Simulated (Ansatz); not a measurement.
Relaxation of CH₉AlSi₂ (13 atoms, charge 0, multiplicity 1), to a largest force component of 0.02 eV/Å in at most 40 steps.

Level of theory: RKS revPBE/STO-3G (Ansatz).

```xyz
13
Properties=species:S:1:pos:R:3
C -1.759 -0.167 0.786
Si -0.373 -1.260 0.421
Si 1.455 -0.040 0.169
Al 1.255 1.492 -1.596
H -1.605 0.443 1.686
H -2.731 -0.708 0.899
H -1.911 0.585 -0.069
H -0.588 -1.986 -0.826
H -0.195 -2.180 1.581
H 1.751 0.701 1.449
H 2.613 -0.927 -0.093
H 2.166 1.440 -2.847
H -0.057 2.572 -1.543
```

**Question.** Where does it end, and by what steps?

**Answer.** The forces met the threshold. The force dipped under the threshold on the way, but the program's further checks kept it going. Limits of this set-up: minimal basis. After 18 steps the energy has fallen by 0.595 eV; H13 moved furthest, 0.74 Å.

| step | energy less start (eV) | largest force component (eV/Å) | accepted |
| --- | --- | --- | --- |
| 0 | 0.0000 | 2.592 | yes |
| 1 | -0.4631 | 1.768 | yes |
| 2 | -0.5781 | 0.303 | yes |
| 3 | -0.5873 | 0.151 | yes |
| 4 | -0.5895 | 0.144 | yes |
| 5 | -0.5919 | 0.075 | yes |
| 6 | -0.5930 | 0.014 | yes |
| 7 | -0.5932 | 0.028 | yes |
| 8 | -0.5934 | 0.052 | yes |
| 9 | -0.5936 | 0.043 | yes |
| 10 | -0.5941 | 0.052 | yes |
| 11 | -0.5943 | 0.054 | yes |
| 12 | -0.5944 | 0.065 | yes |
| 13 | -0.5945 | 0.060 | yes |
| 14 | -0.5947 | 0.028 | yes |
| 15 | -0.5949 | 0.003 | yes |
| 16 | -0.5950 | 0.007 | yes |
| 17 | -0.5948 | 0.065 | no |
| 18 | -0.5950 | 0.016 | yes |

```xyz
13
Properties=species:S:1:pos:R:3
C -1.907 -0.235 0.829
Si -0.344 -1.227 0.421
Si 1.481 0.085 0.106
Al 1.352 1.562 -1.660
H -1.782 0.359 1.753
H -2.774 -0.904 0.982
H -2.173 0.468 0.018
H -0.626 -2.014 -0.779
H -0.130 -2.189 1.500
H 1.710 0.779 1.374
H 2.619 -0.827 -0.016
H 1.980 1.227 -3.003
H 0.615 2.881 -1.511
```

Whether the end is a true minimum wasn't checked by a vibrational analysis.

The run took 38 s on 1 thread of Arm Neoverse V1 (shared host), peak memory 0.12 GiB.
